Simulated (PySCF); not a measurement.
Geometries of 2 isomers of C2H7BrOSi2, from PBE0-D3(BJ)/def2-SVP geometry optimisation, gas phase in PySCF 2.14.0. One conformer each, no zero-point energy, no frequencies.

Question: Which is lower in electronic energy at this level?
A.
```xyz
13
angstrom
Br    -1.152    4.878    2.237
Si    -0.408    2.783    2.237
C     -1.603    1.631    1.337
C     -0.752    0.613    0.546
Si     0.848    1.499    0.042
O      0.954    2.633    1.287
H     -0.093    2.450    3.651
H     -2.194    2.261    0.650
H     -2.325    1.147    2.015
H     -1.304    0.188   -0.308
H     -0.472   -0.237    1.191
H      0.752    2.193   -1.276
H      2.050    0.619    0.054
```
B.
```xyz
13
angstrom
Si    -2.139    1.256    0.578
O     -0.810    0.298    0.323
Si    -0.116   -1.199    0.470
C      1.684   -1.016    0.030
C      2.168    0.175   -0.324
Br     3.963    0.491   -0.788
H     -2.593    1.143    1.996
H     -1.758    2.666    0.283
H     -3.256    0.839   -0.322
H     -0.786   -2.169   -0.448
H     -0.267   -1.702    1.870
H      2.354   -1.883    0.059
H      1.556    1.080   -0.374
```

Answer: A. That is `Br[Si@H]1CC[SiH2]O1`, 62.8 kcal/mol below the other.

```json
{"SMILES": "Br[Si@H]1CC[SiH2]O1", "atoms numbered as above": "[Br:1][Si@H:2]1[CH2:3][CH2:4][SiH2:5][O:6]1", "E (Eh)": "-3307.61509", "relative (kcal/mol)": "0.0", "relative (kJ/mol)": "0.0", "dipole (D)": "2.81"}
{"SMILES": "[SiH3]O[SiH2]/C=C/Br", "atoms numbered as above": "[SiH3:1][O:2][SiH2:3]/[CH:4]=[CH:5]/[Br:6]", "E (Eh)": "-3307.51507", "relative (kcal/mol)": "62.8", "relative (kJ/mol)": "262.6", "dipole (D)": "1.24"}
```

As drawn, the higher has a C=C bond outside aromatic rings, which the lower lacks.
